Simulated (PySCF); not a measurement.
Potential energy of TlSb along the bond

Set-up: Tl cc-pVDZ-PP with ECP60, Sb cc-pVDZ-PP with ECP28; scalar-relativistic core potentials (PySCF 2.14). Energies in eV from Tl + Sb in their ground configurations at the same level. State: ³Σ⁻ (triplet), unpaired electrons π ↑↑.

```json
{"R (Å)": "2.602", "UHF-MP2": "-0.489"}
{"R (Å)": "2.723", "UHF-MP2": "-0.847"}
{"R (Å)": "2.844", "UHF-MP2": "-1.041"}
{"R (Å)": "2.934", "UHF-MP2": "-1.110"}
{"R (Å)": "3.025", "UHF-MP2": "-1.131"}
{"R (Å)": "3.116", "UHF-MP2": "-1.114"}
{"R (Å)": "3.237", "UHF-MP2": "-1.047"}
{"R (Å)": "3.388", "UHF-MP2": "-0.909"}
{"R (Å)": "3.570", "UHF-MP2": "-0.707"}
{"R (Å)": "3.812", "UHF-MP2": "-0.479"}
```

**Question.** Put a parabola through the three lowest points of the UHF-MP2 curve and estimate Re, k and ωe (reduced mass 76.05 u; 1 eV/Å² = 0.16022 mdyn/Å; ωe = 1302.8·√(k/μ) cm⁻¹).

**Answer.** Through R = 2.934, 3.025, 3.116 Å the second-order coefficient is 2.29 eV/Å², so Re ≈ 3.030 Å, k ≈ 0.735 mdyn/Å and ωe ≈ 128 cm⁻¹. A polynomial fit of higher order to the unrounded UHF-MP2 energies gives Re = 3.026 Å, k = 0.720 mdyn/Å, ωe = 127 cm⁻¹; anharmonicity and rounding make the difference.

The higher-order fit for each curve: UHF-MP2: Re = 3.026 Å, ωe = 127 cm⁻¹, De = 1.13 eV.

Correlated steps freeze 8 core orbitals. Correlated levels converge slowly with the basis: in double zeta they bind strong bonds too weakly, by up to about 1 eV, and carry superposition errors of some tenths. These are scalar-relativistic numbers at best; spin–orbit coupling would shift them, the dissociation energy most. The state was picked by a PBE0 search and need not be the measured ground state.
